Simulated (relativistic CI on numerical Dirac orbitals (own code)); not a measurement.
# Ce XI: sensitivity of the levels to the model

Base calculation: Dirac-Coulomb-Breit CI, separate exchange-only KLI orbitals for each configuration, model QED (radiative potential, 1s self-energy scaled to tabulated hydrogen-like ionisation energies), unscaled Slater integrals.

Configurations in the expansion (outside the closed core [Kr]): 4d10 5s2, 4d10 5s 5p, 4d10 5s 4f, 4d10 5s 5d, 4d10 5s 5f, 4d10 4f 5d, 4d10 5p 5d, 4d10 5s 5g, 4d9 5s2 4f, 4d10 5s 6s, 4d10 4f2, 4d9 4f3, 4d10 5p2, 4d9 4f 5p2, 4d10 4f 5p, 4d9 4f2 5p. Double excitations out of closed p, d and f shells are left out; levels of such configurations are missing from the list, as are those of other unlisted configurations, and high levels can miss mixing partners.

Variants: (1) P86 correlation estimate; (2) one mean potential for all configurations. Shifts of the energy above 4d10 5s2 1S_0, in cm⁻¹, for the lowest level and the first level of each name with at least 55 % of one term (blank where a level changes its place among those of its configuration and J or its character, or is not in the variant):

```tsv
Level	Base	Δ(1)	Δ(2)
4d10 5s2 1S_0	0	0	0
4d10 5s 5p 3P°_0	124809	+943	+274
4d10 5s 5p 3P°_1	132099	+945	+293
4d10 5s 5p 3P°_2	160067	+944	+410
4d10 5s 4f 3F°_2	160309	-4413	+1621
4d10 5s 4f 3F°_3	161202	-4413	+1600
4d10 5s 4f 3F°_4	162800	-4413	+1547
4d10 5s 4f 1F°_3	170136	-4402	+1601
4d10 5s 5p 1P°_1	195393	+968	+415
4d10 5p2 3P_0	317768	+1553	+697
4d10 4f 5p 3G_3	322306	-3156	+1458
4d10 4f 5p 3F_2	325543	-3090	+1485
4d10 5p2 1D_2	341110	+1230	+860
4d10 5p2 3P_1	341562	+1518	+803
4d10 4f2 3H_4	355535	-10349	+13157
4d10 4f2 3H_5	357317	-10359	+13055
4d10 4f2 3H_6	359224	-10359	+12880
4d10 4f 5p 3G_5	361450	-3151	+1229
4d10 4f 5p 3D_3	361452	-2514	+1554
4d10 4f2 1G_4	362986	-9221	
4d10 4f2 3F_2	363802	-11074	+12817
4d10 4f2 3F_3	364785	-10635	+12806
```

At this charge transitions that keep the count of f electrons are usually good to a few per cent. Levels and lines within the n = 5 or 6 shells can be off by up to 10 % or somewhat more, and those that change n by about 2 %, since core polarisation is missing. Levels that differ in their count of f electrons can be misplaced by several ten thousand cm⁻¹, since the correlation energy of f electrons is missing or only estimated; rates across such gaps can be off by orders of magnitude.

Ionisation energy from one configuration of each of the two ions, the ground ones as tabulated or assumed: base 172.364 eV; P86 correlation estimate 173.446 eV. The NIST ASD value (theoretical) is 172 ± 2.4 eV.

LS names give the leading component of a level, which can be under half, so a name can repeat, a term be missing and a line seem to break the LS rules.
